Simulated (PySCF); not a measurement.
HSSi, charge +1, multiplicity 1. Atoms are numbered in the order given.

```xyz
3

Si    -0.0016     1.1230     0.0000
S     -0.0789    -0.9268     0.0000
H      1.2848    -0.8922     0.0000
```
Charge +1, spin multiplicity 1.

Geometry optimised at PBE0-D3(BJ)/def2-TZVP. The isomer is the one that the SMILES or the coordinates give; other isomers of the formula were not compared.

These are PySCF with B3LYP/pcSseg-2 values and carry that method's errors.

GIAO shieldings, no solvent; atoms alike by connectivity are averaged. δ = σ(ref) − σ: ²⁹Si against TMS (σ = 325.2 ppm); ³³S against H2S (σ = 688.9 ppm); ¹H against TMS (σ = 31.68 ppm), references at their B3LYP-D3(BJ)/def2-TZVP geometries, non-relativistic.

Q: Estimate the chemical shifts. (The exact figures need the calculation; the answer reports its results.)

A: 
```tsv
nucleus	atoms	count	δ (ppm)
²⁹Si	Si1	1	551.6
³³S	S2	1	628.8
¹H	H3	1	6.07
```
